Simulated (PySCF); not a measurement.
Isomers of C5H4F4O2. Level of theory: PBE0-D3(BJ)/def2-SVP geometry optimisation, gas phase (PySCF). Energies are electronic, without zero-point or thermal terms, for one conformer each. No frequencies were run at this level. Point groups hold within 0.08 Å.

Task: Order them by energy at this level, lowest first, and give relative energies in kcal/mol.
A. `[F:1]/[CH:2]=[CH:3]\[O:4]/[CH:5]=[C:6](/[F:7])[O:8][CH:9]([F:10])[F:11]` with C2–C3–O4–C5 -3°, C3–O4–C5–C6 174°, C5–C6–O8–C9 117°, C6–O8–C9–F10 -73°
B. `[F:1][C@@H:2]1[CH:3]=[CH:4][O:5][C@@H:6]1[O:7][C:8]([F:9])([F:10])[F:11]` with O5–C6–O7–C8 87°
C. `[F:1]/[CH:2]=[CH:3]/[O:4]/[CH:5]=[C:6](\[F:7])[O:8][CH:9]([F:10])[F:11]` with C2–C3–O4–C5 177°, C3–O4–C5–C6 -176°, C5–C6–O8–C9 -114°, C6–O8–C9–F10 -167°
D. `[F:1][C:2]1=[C:3]([O:4][CH:5]([F:6])[F:7])[O:8][CH2:9][C@H:10]1[F:11]` with C2–C3–O4–C5 -147°, C3–O4–C5–F6 -175°, C2–C3–O8–C9 7°, C3–O8–C9–C10 -17°, O8–C9–C10–F11 -99°, F1–C2–C10–C9 171°
E. `[F:1][C@H:2]1[CH:3]=[C:4]([O:5][C:6]([F:7])([F:8])[F:9])[CH2:10][O:11]1` with C3–C4–O5–C6 9°
F. `[O:1]=[C:2]([C@@H:3]1[O:4][CH2:5][C@H:6]1[F:7])[C:8]([F:9])([F:10])[F:11]` with O1–C2–C3–O4 -159°
G. `[O:1]=[C:2]1[CH2:3][O:4][C@@H:5]1[C@H:6]([F:7])[C:8]([F:9])([F:10])[F:11]` with O4–C5–C6–F7 -65°

Result: E (0.0), B (4.4), G (17.0), D (22.4), F (23.8), A (47.7), C (48.5).

Neighbours under 2.5 kcal/mol apart (FC1=C(OC(F)F)OC[C@H]1F and O=C([C@@H]1OC[C@H]1F)C(F)(F)F; F/C=C\O/C=C(/F)OC(F)F and F/C=C/O/C=C(\F)OC(F)F) can change places with a better method, another conformer or zero-point energy. F/C=C\O/C=C(/F)OC(F)F and F/C=C/O/C=C(\F)OC(F)F are stereoisomers, 0.8 kcal/mol apart in the conformers taken.

| SMILES | E (Eh) | E rel (kcal/mol) | dipole (D) | point group | A, B, C (MHz) |
| --- | --- | --- | --- | --- | --- |
| F[C@H]1C=C(OC(F)(F)F)CO1 | -741.44031 | 0.0 | 1.54 | C1 | 2555, 620.7, 567.8 |
| F[C@@H]1C=CO[C@@H]1OC(F)(F)F | -741.43336 | 4.4 | 3.10 | C1 | 2101, 780.3, 657.2 |
| O=C1CO[C@@H]1[C@H](F)C(F)(F)F | -741.41319 | 17.0 | 2.32 | C1 | 1993, 798.3, 738.5 |
| FC1=C(OC(F)F)OC[C@H]1F | -741.40468 | 22.4 | 3.33 | C1 | 2280, 631.9, 561.3 |
| O=C([C@@H]1OC[C@H]1F)C(F)(F)F | -741.40234 | 23.8 | 2.30 | C1 | 1972, 800.6, 700.8 |
| F/C=C\O/C=C(/F)OC(F)F | -741.36434 | 47.7 | 1.48 | C1 | 2294, 496.4, 436.9 |
| F/C=C/O/C=C(\F)OC(F)F | -741.36303 | 48.5 | 0.47 | C1 | 3313, 349.6, 329.1 |

Task: How do the relative energies change in single points at PBE0/pcSseg-1 (no added dispersion term) on the same geometries?

Result: 
```
                       SMILES  PBE0-D3(BJ)/def2-SVP (kcal/mol)  PBE0/pcSseg-1 (kcal/mol)  shift
     F[C@H]1C=C(OC(F)(F)F)CO1                              0.0                       0.0    0.0
 F[C@@H]1C=CO[C@@H]1OC(F)(F)F                              4.4                       3.7   -0.7
O=C1CO[C@@H]1[C@H](F)C(F)(F)F                             17.0                      14.6   -2.4
       FC1=C(OC(F)F)OC[C@H]1F                             22.4                      20.6   -1.8
O=C([C@@H]1OC[C@H]1F)C(F)(F)F                             23.8                      21.5   -2.3
        F/C=C\O/C=C(/F)OC(F)F                             47.7                      45.1   -2.6
        F/C=C/O/C=C(\F)OC(F)F                             48.5                      45.4   -3.1
```

Each column counts from its own lowest isomer. The order is unchanged; the largest shift is 3.1 kcal/mol.
